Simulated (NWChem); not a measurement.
Species: MgH2SO; SMILES [OH][Mg][SH]

```xyz
5

Mg     0.0043    -0.5907    -0.1027
O     -0.1930    -2.3747    -0.1851
H     -0.0577    -3.0588     0.4775
S      0.2493     1.7023    -0.0899
H     -1.0313     1.9129     0.2983
```
Atoms are numbered in this order, from 1.

STO-3G and 3-21G are far too small for this property and stand as cheap habits. Coordinates come from a B3LYP/6-31G* (spherical d) optimisation.

**Question.** Give the principal values of the shielding tensors (ppm) of Mg1, O2, S4 from Hartree-Fock/STO-3G, GIAO (NWChem), with their diamagnetic and paramagnetic parts as GIAO splits them.

**Answer.** 
```csv
atom,σ11,σ22,σ33,isotropic,diamagnetic,paramagnetic
Mg1,362.3,367.6,691.7,473.9,695.9,-222.1
O2,363.3,409.9,456.1,409.8,384.2,25.5
S4,813.2,955.5,1119.4,962.7,1045.4,-82.7
```
